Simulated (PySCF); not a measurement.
C₆H₇F (charge +1 and doublet state).
Geometry (GFN2-xTB, Å), atoms numbered from 1 in this order:
```xyz
14
C6H7F angstrom
C      2.0715    0.2291   -0.0322
C      0.6138    0.1296   -0.0155
C     -0.3289    1.1900    0.0803
C     -1.6038    0.6961    0.0753
C     -1.5904   -0.7890   -0.0307
C     -0.1379   -1.0590   -0.0848
F      0.3625   -2.2496   -0.1897
H      2.3997    1.1431   -0.5276
H      2.5330   -0.6498   -0.4803
H      2.4509    0.2965    0.9958
H     -0.0583    2.2293    0.1459
H     -2.5097    1.2741    0.1384
H     -2.0806   -1.2811    0.8185
H     -2.1225   -1.1597   -0.9155
```

As a line formula: `C[C+]1C=CC[C]1F` [radical] (charge +1).

Computed, not measured: UKS B3LYP, pcH-1 on C F H, non-relativistic, mean-field spin-orbit, GIAO in PySCF 2.14.0. Geometry: GFN2-xTB; no solvent, vibrations or thermal averaging. A GFN2-xTB geometry isn't a minimum of the functional, and hyperfine couplings can be far from their values at a DFT geometry, by a factor of two or more for some ions and for spin on atoms past the first row. The SCF solution wasn't tested for stability.

(1) Match the computed a_iso(1H) values -31.3, +27.6, -1.7, +1.0 MHz (means over equivalent nuclei) with the sites H8/H9/H10; H11; H12; H13/H14.

Results:

(1) 
```tsv
site	a_iso (MHz)	ρ(0) (bohr⁻³)	position	distance from C4 (Å)	bound to	spin population there	largest |T| (MHz)
H8/H9/H10	+27.6	+0.0062	3 bonds from C6	4.21	C1	-0.01	4.2
H11	-1.7	-0.0004	2 bonds from C4	2.18	C3	-0.03	6.1
H12	-31.3	-0.0070	1 bond from C4	1.08	C4	+0.44	19.7
H13/H14	+1.0	+0.0002	2 bonds from C6	2.17	C5	-0.05	5.0
```

ρ(0) is the spin density at the nucleus and T the dipolar tensor; entries for several nuclei are means. Largest spin populations (Mulliken): C4 (+0.44), C6 (+0.41), C2 (+0.16) and F7 (+0.07). Three atoms exceed +0.15. Main spin sites, with 60 % or more of the largest population: C4, C6; positions count bonds from the nearest.

Examples of negative spin density at the nucleus (bohr⁻³): C5 (-0.0176), C3 (-0.0151) and H12 (-0.0070).

Class means assume fast exchange of nuclei equivalent by connectivity; if that motion is slow, each nucleus keeps its own coupling. The three 1H nuclei of mean +27.6 MHz run from 8.8 to 56.8 MHz in the frozen geometry.

The SMILES `C[C+]1C=CC[C]1F` draws the unpaired electron on C6, whose computed spin population is only +0.41.
